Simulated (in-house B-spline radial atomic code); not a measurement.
# Response and correlation of Au XII (Au11+)

Closed shell [Xe] 4f14. Computed with a B-spline radial code for spherical atoms: Dirac-Hartree-Fock, relativistic RPA (time-dependent Dirac-Hartree-Fock) for the response and second-order many-body perturbation theory for correlation, no-pair Dirac-Coulomb Hamiltonian, finite nucleus.

```json
{"multipole (bohr³, bohr⁵, bohr⁷)": "dipole", "uncoupled": "1.1036", "coupled RPA": "0.91838"}
{"multipole (bohr³, bohr⁵, bohr⁷)": "quadrupole", "uncoupled": "0.68759", "coupled RPA": "?"}
{"multipole (bohr³, bohr⁵, bohr⁷)": "octupole", "uncoupled": "1.322", "coupled RPA": "1.5763"}
```

**Question.** What is the coupled quadrupole polarisability?

**Answer.** 0.74062 atomic units, +8 % against the uncoupled value.

**Question.** Which subshells carry the dipole polarisability?

**Answer.** 5p3/2 67.9 %, 5p1/2 21.4 %, 4f7/2 5.7 %.

**Question.** What does the dipole shielding factor come to?

**Answer.** The dipole shielding factor is 0.861, against the exact N/Z = 68/79 = 0.861 of the non-relativistic theorem.

Dipole polarisability at imaginary frequency:

| u (Eh) | α(iu) (bohr³) |
| --- | --- |
| 0 | 0.9184 |
| 0.831 | 0.859 |
| 2.08 | 0.6547 |
| 4.16 | 0.3871 |
| 6.24 | 0.2526 |
| 8.31 | 0.1814 |
| 12.5 | 0.1099 |
| 16.6 | 0.0759 |
| 20.8 | 0.05569 |
| 29.1 | 0.03419 |
| 41.6 | 0.01967 |
| 62.4 | 0.01015 |
| 83.1 | 0.00625 |
| 125 | 0.003074 |
| 208 | 0.001229 |
| 416 | 0.0003343 |

**Question.** What dispersion coefficients follow for two such ions (the dispersion part alone)?

**Answer.** C6 = (3/π)∫α(iu)²du = 2.305 hartree·bohr⁶ and C8 = 10.92 hartree·bohr⁸.

Lowest J = 1 odd-parity excitations:

```tsv
energy (eV)	oscillator strength	leading channel	weight
56.203	0.000249	5p3/2 → d3/2	0.861
67.162	1.66	5p3/2 → d5/2	0.704
84.032	3.38	5p1/2 → d3/2	0.887
99.079	0.713	5p3/2 → s1/2	0.996
105.86	0.0252	4f7/2 → d5/2	0.555
109.69	0.567	4f5/2 → d3/2	0.518
110.58	0.96	4f5/2 → d5/2	0.552
118.74	0.248	5p1/2 → s1/2	0.995
```

Second-order correlation energy by the highest angular momentum of the excited pair (hartree): s -0.03164, p -0.264, d -0.8794, f -1.483, g -1.285, h -0.4527, i -0.2094, k -0.104.

**Question.** What is the second-order correlation energy at the partial-wave limit?

**Answer.** The listed waves sum to -4.7094 hartree; extrapolating the increments as (l + 1/2)⁻⁴ gives -4.922 hartree, -1.97 eV per electron.
